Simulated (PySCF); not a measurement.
Radial density of Mg (magnesium, neutral)

UHF, [Ne] 3s2, closed-shell 1S. All numbers are calculated (PySCF 2.14, scalar relativity by spin-free X2C-1e, in jorge-DZP-DKH (7s4p1d, 24 functions)).

```csv
r (bohr),4πr²ρ (e/bohr)
0.00263,0.09869
0.00443,0.2640
0.00744,0.6736
0.0125,1.655
0.0211,3.765
0.0354,7.503
0.0596,11.90
0.100,13.11
0.169,9.085
0.284,7.807
0.477,11.12
0.802,7.311
1.35,1.575
2.27,0.6835
3.82,0.4586
6.42,0.05096
10.8,0.0002113
```

Densities and radii are taken from the X2C orbitals without a picture-change correction, which distorts them close to the nucleus.
